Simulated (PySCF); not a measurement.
Isomers of C6H5F3NP, mass 179.011 u with the commonest isotopes. The calculation used PBE0/pcSseg-1 in PySCF (dipole) on a GFN2-xTB geometry, gas phase. One conformer each, none proved a minimum here; rigid rotors.

Problem. Order these by rotational constant B, smallest first.
A. `[CH3:1][C:2]#[C:3][P:4]([CH2:5][C:6]#[N:7])[C:8]([F:9])([F:10])[F:11]` with C3–P4–C5–C6 171°
B. `Cc1ncc(C(F)(F)F)cp1`
C. `CC1=PC=CN=C1C(F)(F)F`
D. `CC1=NC=C(C(F)(F)F)P=C1`

Solution. B (570.7 MHz), D (615.5 MHz), A (666.2 MHz), C (769.8 MHz).

Problem. Order these by rotational constant C, smallest first.
A. `CC1=PC=C(C(F)(F)F)C=N1`
B. `CC1=PC=CN=C1C(F)(F)F`
C. `CC1=NC(C(F)(F)F)=PC=C1`
D. `Cc1cc(C(F)(F)F)ncp1`
E. `Cc1cpc(C(F)(F)F)cn1`

Solution. A (494.1 MHz), D (512.0 MHz), E (522.7 MHz), C (566.8 MHz), B (588.0 MHz).

Problem. Order these by dipole moment, largest first.
A. `[CH3:1][C:2]#[C:3][P:4]([CH2:5][C:6]#[N:7])[C:8]([F:9])([F:10])[F:11]` with C3–P4–C5–C6 171°
B. `Cc1ncc(C(F)(F)F)cp1`
C. `CC1=NC=C(C(F)(F)F)P=C1`
D. `Cc1pccnc1C(F)(F)F`
E. `Cc1ccpc(C(F)(F)F)n1`
F. `Cc1pcnc(c1)C(F)(F)F`

Solution. A (6.40 D), E (4.76 D), F (3.59 D), C (3.25 D), D (3.02 D), B (1.92 D).

| SMILES | point group | Ia (u·Å²) | Ib (u·Å²) | Ic (u·Å²) | κ | μa (D) | μb (D) | μc (D) |
| --- | --- | --- | --- | --- | --- | --- | --- | --- |
| Cc1cpc(C(F)(F)F)cn1 | near Cs | 236.54 | 821.05 | 966.83 | -0.88 | 3.11 | 0.95 | 0.04 |
| CC#CP(CC#N)C(F)(F)F | C1 | 368.55 | 758.61 | 979.99 | -0.65 | 6.04 | 1.97 | 0.72 |
| Cc1ncc(C(F)(F)F)cp1 | C1 | 228.31 | 885.48 | 1022.90 | -0.91 | 1.88 | 0.33 | 0.10 |
| Cc1pccnc1C(F)(F)F | Cs | 294.20 | 656.48 | 859.55 | -0.68 | 2.91 | 0.79 | 0.01 |
| Cc1ccpc(C(F)(F)F)n1 | C1 | 328.27 | 654.36 | 891.63 | -0.58 | 4.69 | 0.77 | 0.08 |
| Cc1cc(C(F)(F)F)ncp1 | Cs | 272.58 | 805.34 | 987.15 | -0.83 | 3.07 | 1.87 | 0.00 |
